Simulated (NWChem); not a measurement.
# WH3Cl3; SMILES [Cl][WH3]([Cl])[Cl]

```xyz
7

W      0.0000     0.0000    -0.0186
Cl    -2.0983     0.7885    -0.4760
Cl     1.7320     1.4229    -0.4760
Cl     0.3663    -2.2114    -0.4760
H     -0.7557    -0.6204     1.3443
H     -0.1594     0.9647     1.3443
H      0.9151    -0.3443     1.3443
```
Atoms are numbered in this order, from 1.

Level: PBE-D3(BJ)/def2-SVP with def2 effective core potentials on W (NWChem), optimised geometry, unscaled harmonic frequencies. def2 effective core potentials on W; no spin-orbit coupling.

```tsv
frequency (cm⁻¹)	IR intensity (km/mol)
95	0.0
95	0.0
138	0.0
365	0.0
381	3.7
397	57.5
397	57.5
592	9.6
592	9.6
1004	18.9
1004	18.9
1066	65.4
2044	43.3
2044	43.3
2062	26.9
```

| Item | Result |
|---|---|
| zero-point energy | 17.5 kcal/mol |
| thermal correction to the enthalpy at 298.15 K (with zero-point energy) | 22.3 kcal/mol |
| heat capacity Cv | 21.0 cal/(mol K) |
| entropy at 298.15 K and 1 atm (symmetry number 3) | 85.0 cal/(mol K) |

Rigid rotor and harmonic oscillator; modes under 100 cm⁻¹ make the entropy uncertain.
